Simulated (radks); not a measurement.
The numbers below are computed, except where a source is named.
Excited configurations of Si2+: one electron is placed in a higher orbital outside [Ne] 3s1. The ground configuration is [Ne] 3s2. Code: a radial shooting solver on a logarithmic mesh with Libxc functionals. Model: non-relativistic Kohn-Sham, TPSS, spin-polarised, spherical densities, point nucleus; open shells are filled with parallel spins first; meta-GGA in the generalised Kohn-Sham scheme. Excitation = E - E(ground); binding = E(ion) - E, where the ion is the core of charge +3; n* = 3/sqrt(2 binding) in atomic units, and the quantum defect is n - n*.

| outer orbital | excitation (eV) | binding (eV) | n* | quantum defect | eigenvalue (eV) | <r> (bohr) |
|---|---|---|---|---|---|---|
| 4d | 24.104 | 9.087 | 3.671 | 0.329 | -7.604 | 5.964 |
| 5p | 25.960 | 7.231 | 4.115 | 0.885 | -6.179 | 8.475 |

Estimate the row for 4s.

Answer. excitation (eV) 18.561; binding (eV) 14.631; n* 2.893; quantum defect 1.107; eigenvalue (eV) -12.673; <r> (bohr) 4.312. The Delta-SCF ionisation energy is 33.191 eV (NIST Atomic Spectra Database: 33.493 eV, measured). Self-interaction in the functional shifts the binding energies and quantum defects, so they are the method's values and not measured ones.
